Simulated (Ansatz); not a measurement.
Reaction (formal exchange of groups at a B–B bond): `CBB([SiH3])Cl` + `OCF` → `CBC(O)F` + `[SiH3]BCl`

Computed with Ansatz on PBE0-D4/def2-TZVP structures; ΔE is electronic, products minus reactants. CCSD(T)/CBS adds triple-zeta CCSD(T) − MP2 to the extrapolated MP2 energy (def2 sets, frozen cores). This one scheme is used for every species. DFT in def2-TZVPP. B3LYP here is the variant with VWN-RPA as its local correlation; programs differ in this. Each species was taken in one conformer, which may not be the lowest.

```csv
level,ΔE (kcal/mol),difference from CCSD(T)/CBS
PBE-D4,3.7,1.6
r2SCAN-D4,3.0,0.9
PBE0-D4,3.8,1.7
B3LYP-D4,2.6,0.5
ωB97X-V,1.7,-0.4
ωB97M-V,1.2,-0.9
B2PLYP,1.5,-0.6
PBE,3.1,1.0
r2SCAN,2.8,0.7
B3LYP,1.7,-0.4
MP2/def2-TZVPP,1.8,-0.3
SCS-MP2/def2-TZVPP,1.3,-0.8
CCSD(T)/def2-TZVPP,1.9,-0.2
HF/def2-QZVPP,1.2,-0.9
MP2/def2-QZVPP,2.0,-0.1
CCSD/CBS(def2),2.0,-0.1
CCSD(T)/CBS,2.1,0
```

Largest T1 diagnostic among the species: 0.014.

The D4 term adds +0.8 kcal/mol with B3LYP and +0.5 kcal/mol with PBE0; it sums over pairs of atoms, weighted by their polarisabilities, and B3LYP, whose exchange is more repulsive, gets the larger term. In def2-TZVPP, CCSD(T) changes the Hartree–Fock value by +0.7 kcal/mol (the triples alone add +0.1 kcal/mol) and MP2 by +0.7 kcal/mol.
